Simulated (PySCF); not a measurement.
The complex [Fe(H2O)6]2+ (charge +2) contains Fe(II), shell d6. The structure is a PBE0-D3(BJ)/def2-SVP, IEF-PCM water geometry optimised for multiplicity 5; coordination octahedral, point group C1, metal–donor distances 2.11–2.13 Å.

Method (PySCF 2.14, density fitting): CASSCF(6,5) with orbitals averaged over all microstates of the shell, strongly contracted NEVPT2 on the averaged canonical orbitals; basis x2c-TZVPall on the metal, x2c-SVPall elsewhere; spin-free X2C; IEF-PCM water; spin-orbit coupling by state interaction with the mean-field operator over all roots.

CASSCF energies above the lowest CASSCF root:

```
    state  CASSCF / cm⁻¹
5T2g-like              0
5T2g-like            908
5T2g-like           1061
 5Eg-like           8683
 5Eg-like           8905
3T1g-like          16886
3T1g-like          17197
3T1g-like          17371
3T2g-like          20230
3T2g-like          20556
3T2g-like          20739
1A1g-like          21084
3T1g-like          23095
3T1g-like          23338
3T1g-like          23756
3T2g-like          25786
3T2g-like          26073
3T2g-like          26116
1T1g-like          26652
1T1g-like          26966
3T1g-like          26980
1T1g-like          27171
```

Task: How does dynamic correlation (SC-NEVPT2) move these states?

Result: 
```tsv
state	NEVPT2 / cm⁻¹	shift / cm⁻¹
5T2g-like	0	0
5T2g-like	1144	+236
5T2g-like	1343	+282
5Eg-like	10486	+1803
5Eg-like	10736	+1831
3T1g-like	13497	-3389
3T1g-like	13899	-3298
3T1g-like	14150	-3221
3T2g-like	17860	-2369
3T2g-like	18262	-2294
3T2g-like	18497	-2242
1A1g-like	15910	-5174
3T1g-like	21543	-1551
3T1g-like	21860	-1478
3T1g-like	22397	-1360
3T2g-like	23615	-2172
3T2g-like	24129	-1943
3T2g-like	24173	-1943
1T1g-like	23281	-3370
1T1g-like	23668	-3298
3T1g-like	24853	-2128
1T1g-like	23925	-3245
```

NEVPT2 lifts 5Eg-like from 8683 to 10486 cm⁻¹; on the d shell alone it tends to overshoot states that fill the eg-type orbitals. Gaps between spin states lean to high spin in this active space.
